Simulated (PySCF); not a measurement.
A structure optimised at PBE-D3(BJ)/def2-SVP, used in a PySCF frequency run:

```xyz
9

Al    -0.2496    -0.1167     0.0000
Cl     0.5396    -2.0631     0.0000
F     -1.9085     0.1009     0.0000
N      0.8190     1.2926     0.0000
C      0.4481     2.7001     0.0000
H      1.8323     1.1460     0.0000
H      0.8245     3.2424     0.8974
H      0.8245     3.2424    -0.8974
H     -0.6557     2.8026     0.0000
```
Charge 0, spin multiplicity 1.

Problem. Write its SMILES, formula and point group.

Solution. C[NH][Al]([F])[Cl], CH4AlClFN, Cs

Problem. What are its rotational constants (standard atomic weights)?

Solution. 5.0868, 1.7237, 1.2982 GHz
